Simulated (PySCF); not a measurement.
# Exercise with solution: chemical shift, span and skew from a shielding tensor

Se(F)(Me) (CH3FSe), SMILES C[Se]F. Atoms are numbered in the order given.

```xyz
6

Se     0.4245     0.1148     0.0000
F     -0.9686     1.1917     0.0000
C     -0.5829    -1.5207     0.0000
H      0.1630    -2.3199     0.0000
H     -1.1911    -1.5916    -0.8997
H     -1.1911    -1.5916     0.8997
```

Geometry optimised at PBE0-D3(BJ)/def2-TZVP.

GIAO shieldings from PySCF with PBE0/pcSseg-2, non-relativistic, no solvent. The symmetric part of the tensor of Se1 has the principal values -3066.4, 130.5, 2063.6 ppm. The same nucleus in Me2Se has σ = 1739.2 ppm at this level (PySCF, at its B3LYP-D3(BJ)/def2-TZVP geometry).

Question: Work out the isotropic shielding, the ⁷⁷Se shift against Me2Se, the span and the skew.

Answer: 
σ(iso) = (σ11 + σ22 + σ33)/3 = -290.8 ppm. δ = σ(ref) − σ(iso) = 1739.2 − (-290.8) = 2030.0 ppm.
Span Ω = σ33 − σ11 = 5130.0 ppm. Skew κ = 3(σ(iso) − σ22)/Ω = -0.25. Tumbling in solution averages the tensor to δ; in a static solid the shielding alone would spread this spin-1/2 line over Ω.
